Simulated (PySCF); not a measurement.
TaOF2, SMILES [O]=[Ta+]([F])[F], charge +1, multiplicity 1. The structure is a stationary point at r2SCAN-D4/def2-TZVP. The multiplicity is an assumed one; other spin states were not compared. The isomer is the one that the SMILES or the coordinates give; other isomers of the formula were not compared. The def2 effective core potentials stand for the cores of Ta; spin–orbit coupling is left out.

Problem. Give the equilibrium geometry at r2SCAN-D4/def2-TZVP (PySCF confirms it by a frequency run) as Cartesian coordinates in Å, and its point group. (The exact figures need the calculation; the answer reports its results.)

Solution. point group Cs.
```xyz
4

Ta    -0.1840    -0.0359     0.0000
O      0.6146    -1.5196     0.0000
F      0.4729     0.8211     1.4659
F      0.4729     0.8211    -1.4659
```
Charge +1, spin multiplicity 1.
